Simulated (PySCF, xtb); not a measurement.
HO4S, SMILES S(=O)(O)([O])=O, multiplicity 2. One conformer was computed; it need not be the lowest.

Harmonic wavenumbers (cm⁻¹) from GFN2-xTB run with xtb at its own minimum, in rising order: 157, 177, 307, 363, 427, 479, 720, 837, 946, 980, 1032, 3603.

**Question.** What does r2SCAN-D4/def2-SVP (PySCF) give at its own minimum? (The exact figures need the calculation; the answer reports its results.)

**Answer.** 220, 248, 366, 405, 418, 512, 820, 874, 1040, 1130, 1238, 3749. Paired by order, the mean absolute difference is 84 cm⁻¹ and the zero-point energies are 14.3 and 15.8 kcal/mol.
